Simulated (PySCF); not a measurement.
C2H7BO3, SMILES C[C@H](O)B(O)O.

The structure is a stationary point at PBE0-D3(BJ)/def2-SVP. The structure was generated by enumeration; whether it is a known compound was not checked. Other conformers were not sampled.

Two levels are set side by side: PBE/def2-TZVP (PySCF) and ωB97X/def2-TZVP (PySCF). Same geometry, gas phase. Differences are taken from unrounded values.

```
quantity                      ωB97X
---------------------------  ------
orbital gap (eV)              13.31
highest occupied level (eV)  -10.62
lowest empty level (eV)        2.69
dipole moment (D)              1.47
mean polarisability (bohr³)    48.8
```

**Question.** What does PBE give, and how far is it from ωB97X? (The exact figures need the calculation; the answer reports its results.)

**Answer.** 
```
quantity                       PBE  PBE minus ωB97X
---------------------------  -----  ---------------
orbital gap (eV)              6.26            -7.05
highest occupied level (eV)  -6.44             4.17
lowest empty level (eV)      -0.19            -2.88
dipole moment (D)             1.33            -0.14
mean polarisability (bohr³)   51.8              3.1
```

Without exact exchange PBE keeps part of each electron's self-repulsion, which lifts occupied levels and narrows the gap. PBE's more diffuse valence density responds more strongly to a field. Differences between two approximate levels are no errors against the true value.

Rough cost on one machine, each run with all the roots and properties that it gave: ωB97X against PBE within a factor of 2.
